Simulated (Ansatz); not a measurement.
`[SiH3][Sn]([SiH3])([Cl])[Cl]` → `[Cl][Sn][Cl]` + disilane at 500 K and 1 bar (stannylene formation by 1,1-elimination).

Gas-phase electronic energies from Ansatz, PBE0-D4/def2-TZVP geometries. CBS: MP2 limit from def2 TZ/QZ plus the TZ coupled-cluster correction, frozen cores. def2 core potentials past Kr. For Sn outer-core shells are correlated without core-valence functions, which leaves a few kJ/mol of doubt a bond.

```
                       species  CCSD(T)/CBS energy (Eh)  H − E (kJ/mol)  S (J/(mol·K))
`[SiH3][Sn]([SiH3])([Cl])[Cl]`              -1715.44941           201.3          538.3
                `[Cl][Sn][Cl]`              -1133.69328            29.8          334.7
                `[SiH3][SiH3]`               -581.74359           163.1          323.1
```

H − E and S are ideal-gas, rigid-rotor, harmonic terms from PBE0-D4/def2-TZVP. 1 Eh = 2625.50 kJ/mol, R = 8.31446 J/(mol·K).

By hand: ΔE, ΔH, ΔS and ΔG.

ΔE = (-1133.69328) + (-581.74359) − (-1715.44941) = 0.01254 Eh = 32.9 kJ/mol. Δ(H − E) = 29.8 + 163.1 − 201.3 = -8.4, so ΔH = 24.5 kJ/mol. ΔS = 334.7 + 323.1 − 538.3 = 119.5 J/(mol·K). ΔG = 24.5 − 500 × (119.5)/1000 = -35.2 kJ/mol.

By hand: the equilibrium constant, and the temperature at which ΔG would vanish if ΔH and ΔS stayed fixed.

log₁₀ K = −ΔG/(RT ln 10) = 3.7. ΔG = 0 at ΔH/ΔS = 205 K.

The number of gas molecules changes by +1, which sets the sign of ΔS. A doubt of 5 kJ/mol in ΔE shifts log₁₀ K by 0.5 here. These are equilibria of isolated gas molecules and say nothing of rates. Largest T1 diagnostic: 0.014 (customary marks: 0.02 for closed shells, 0.045 for open ones).
